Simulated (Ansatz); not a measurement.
A structure relaxed at PBE-D4/def2-SVP in Ansatz, charge 1, doublet:

Cartesian coordinates in Å:
```
Si 1.7680 -1.2147 -0.1305
Si -2.5327 -1.1969 -2.0435
Si 1.4502 0.5096 1.7675
Si 0.4136 1.0440 -0.4391
Si -1.9683 0.4614 -0.4218
Si -0.4578 -0.9816 1.2478
Si 2.7662 1.1267 -0.2842
Si -1.1040 1.4499 1.6050
Si -0.3351 -1.1985 -1.3010
```

(1) Give its formula.

(2) Summarise the bond lengths by kind (pairs closer than 1.2 times the sum of covalent radii, bridged metal pairs left out).

Answers

(1) the cluster Si₉⁺.

(2) 18 × Si–Si 2.32 to 2.65 Å.

The relaxation made no stability test and no search for a lower SCF solution. At PBE0-D4/def2-TZVP a quartet of charge 1 lies 0.17 eV below the doublet, each at its own geometry. The structure comes from a short search, and lower isomers may exist.
